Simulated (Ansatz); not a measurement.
Basis-set extrapolation for `N[SiH](O)CO` (PBE0-D4/def2-TZVP geometry, frozen core, Ansatz). Multiplicity 1, RHF reference.

```csv
,def2-TZVPP,def2-QZVPP
HF,-535.249995,-535.271438
MP2 correlation,-0.994694,-1.070929
CCSD(T) correlation,-1.065741,not run
```

Energies in hartree. Use E(X) = E(∞) + A·exp(−7.88·√X) for Hartree–Fock and E(X) = E(∞) + B·X^(−2.97) for correlation, with X = 3 and 4, and add CCSD(T) minus MP2 of the smaller set to the MP2 limit.

Question: What is the CCSD(T) energy at the basis-set limit?

Answer: HF limit: -535.271438 + (-0.021443) × 0.13774 = -535.27439. MP2 limit: -1.070929 + (-0.076235) × 0.74074 = -1.12740. Higher-order term: -1.065741 − (-0.994694) = -0.07105. Total: -536.47284 hartree, 98.6 kcal/mol below CCSD(T)/def2-TZVPP.
